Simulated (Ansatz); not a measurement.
disiloxane (H₆OSi₂), singlet, at a GFN2-xTB geometry; Ansatz (a quantum-chemistry and plane-wave program) with PBE/6-31G**.

Ansatz was given this input:
Ansatz 0.2 input:
```yaml
crystal:
  periodic: [false, false, false]
  atoms:
    - {symbol: Si, position_ang: [1.58554558, -0.29465325, 0.09305373]}
    - {symbol: O, position_ang: [-0.00374610, -0.02898376, -0.03187953]}
    - {symbol: Si, position_ang: [-1.58414102, 0.30551525, -0.08108531]}
    - {symbol: H, position_ang: [1.99636140, -0.92391127, -1.16028168]}
    - {symbol: H, position_ang: [2.22242187, 1.00620543, 0.29041493]}
    - {symbol: H, position_ang: [1.77723671, -1.17669751, 1.24269936]}
    - {symbol: H, position_ang: [-2.21375802, -0.47470673, 0.98249776]}
    - {symbol: H, position_ang: [-2.04757203, -0.09473461, -1.40797725]}
    - {symbol: H, position_ang: [-1.72438507, 1.74364671, 0.14012516]}
basis:
  gaussian:
    orbitals: 6-31G__.json
hamiltonian:
  xc: pbe
accuracy: high
```
The basis file holds 6-31G** in the JSON format of the Basis Set Exchange.

The log (banner, timings and long lists left out):

```
Functional definition: PBE
1845 factors; integrals over basis functions are off by at most 3.3e-9 eV
mean field evaluation 1: about -17883.6393 eV, gradient 5.7e1 eV
mean field evaluation 2: about -17852.4245 eV, gradient 1.4e2 eV
mean field evaluation 4: about -17889.4762 eV, gradient 1.9e0 eV
mean field evaluation 8: about -17889.4848 eV, gradient 5.7e-2 eV
mean field evaluation 16: about -17889.4848 eV, gradient 3.0e-7 eV
mean field -17889.48480557 eV, -657.4264406762 hartree, gradient 3.1e-8 eV, S^2 0.000000; 0 other end points of the search recorded, 0 dependent functions left out
reference -17889.48480962 eV, -657.4264408254 hartree; 21, 21 occupied and 62, 62 virtual orbitals, 1845 factors
Total energy: -17889.48480962 eV, -657.4264408254 hartree
```
